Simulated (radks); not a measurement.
Species: Sm14+. Configuration: [Kr] 4d10 4f1 5s1.

Method: scalar-relativistic Kohn-Sham, LB94 model potential, spin-polarised, spherical densities, finite nucleus; open shells are filled with parallel spins first (spin-orbit coupling, left out, can overturn this in heavy ions); Fermi nuclear charge, rms radius 5.0819 fm; computed with a radial shooting solver on a logarithmic mesh with Libxc functionals.

Energy parts (eV):
| part | energy |
|---|---|
| kinetic | 302367.08 |
| electron-nucleus | -673463.89 |
| Hartree | 95090.44 |
(The LB94 potential has no energy functional, so no total or exchange-correlation energy is given.)

Orbitals (lengths in bohr, moments of r in powers of bohr; r(90%) holds 90 % of the orbital's charge):
orbital  occ.  eigenvalue (eV)  <1/r>  r(90%)
1s up       1        -47159.86  68.88  0.0410
1s down     1        -47159.59  68.88  0.0410
2s up       1        -7974.310  15.95   0.150
2s down     1        -7974.190  15.95   0.150
2p up       3        -7152.042  14.98   0.139
2p down     3        -7151.950  14.98   0.139
3s up       1        -1993.240  5.829   0.372
3s down     1        -1993.203  5.829   0.372
3p up       3        -1735.480  5.504   0.377
3p down     3        -1735.439  5.504   0.377
3d up       5        -1385.253  5.229   0.358
3d down     5        -1385.204  5.230   0.358
4s up       1        -624.5012  2.497   0.813
4s down     1        -623.5667  2.493   0.815
4p up       3        -538.1803  2.316   0.863
4p down     3        -537.4060  2.312   0.865
4d up       5        -416.5282  2.085   0.938
4d down     5        -416.0001  2.079   0.942
5s down     0        -283.9852  1.217    1.58
5s up       1        -282.7249  1.216    1.58
4f up       1        -282.3132  1.766    1.06
4f down     0        -282.0890  1.758    1.07

The highest occupied level is 4f up at -282.31 eV. The configuration is held as typed, so some empty levels lie below it. The spin density at the nucleus is 453.9 e/bohr^3 (1s 2.4, 2s 0.6, 3s -0.3, 4s 3.9, 5s 447.3). Spin moment in Bohr magnetons: 2.
